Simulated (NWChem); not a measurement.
Molecule: BSiH$_{4}$OF; SMILES FBO[SiH3]

```xyz
8

B     -0.5931     1.2932     0.0000
F      0.6508     1.7682     0.0000
H     -1.5146     2.0698     0.0000
O     -0.8009    -0.0328     0.0000
Si     0.2462    -1.3549     0.0000
H     -0.6126    -2.5680     0.0000
H      1.0977    -1.3255     1.2225
H      1.0977    -1.3255    -1.2225
```
Atoms are numbered in this order, from 1.

All runs: NWChem. Pople sets run with spherical d functions. Geometry: optimised at PBE0/def2-SVP. Level B3LYP/6-31G*: energy and gradient on several grids; changes count from the extra-fine grid, which is no exact limit either.

```tsv
grid	size of the energy change (μHa)	largest change of a gradient component (μHa/bohr)	time, medium = 1 (rough)
xcoarse	6000	700	about 1
coarse	80	200	about 1
medium	< 10	40	about 1
fine	< 10	< 30	about 1
xfine	< 10	< 30	2
```
